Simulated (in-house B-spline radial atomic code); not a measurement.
## RPA and G0W0 on Hartree-Fock: Tl3+

Configuration [Xe] 4f14 5d10, mean-field start Hartree-Fock. Computed with an all-electron radial atomic-structure program (B-spline basis): all electrons, scalar-relativistic (spin-free one-electron X2C), finite nucleus, each spin shell either full or empty, empty states to l = 9 with an (l + 1/2)⁻⁴ tail; G0W0 by contour deformation at full frequency.

Without the two-electron picture change, the correlation of inner shells comes somewhat too large for so heavy an element.

Command:
```bash
python run_gw.py task.json out
```
Settings (radii: box in bohr, nucleus in fm):
```
Z                        81
electrons                78
configuration            [Xe] 4f14 5d10
hamiltonian              x2c
method                   hf
lmax                     9
rms_radius               5.4759
spin_polarised           False
box_radius               14.14
intervals                68
```

Time taken, with all properties: 8.7 s on 1 thread of Arm Neoverse N1 (shared host).

Energies (hartree):

| term | value |
| --- | --- |
| mean-field total | -20241.89140 |
| Hartree-Fock functional on these orbitals | -20241.89140 |
| direct second order | -7.3996 |
| second-order exchange | 1.8514 |
| SOSEX correction | 1.7636 |

Problem. What is the RPA correlation energy, and what remains with SOSEX?

Solution. RPA gives -6.6388 hartree (-2.32 eV per electron); RPA + SOSEX gives -4.8752, and the second-order doubles (MP2) -5.5483 hartree. RPA lacks exchange-type terms and so overcorrelates at short range.

Quasi-particle levels (eV):

```csv
level,occupied,mean field,Σx - vxc,Σc,QP weight,G0W0
5d,yes,-51.58,0.00,?,?,?
6s,no,-27.905,0.00,-1.80,0.981,-29.704
```

G0W0 = mean field + (Σx - vxc) + Σc, with Σc (partial-wave tail included) taken at the quasi-particle energy. Only the outer levels were computed. Levels of low weight are left out.

Problem. Where does G0W0 put 5d?

Solution. At -52.04 eV, with Σc = -0.46 eV and a quasi-particle weight of 0.964. The tabulated removal energy is 51.14 ± 0.04 eV (NIST, measured); the calculation leaves out spin-orbit coupling, Breit and QED terms, and what these don't explain is the method's own error.
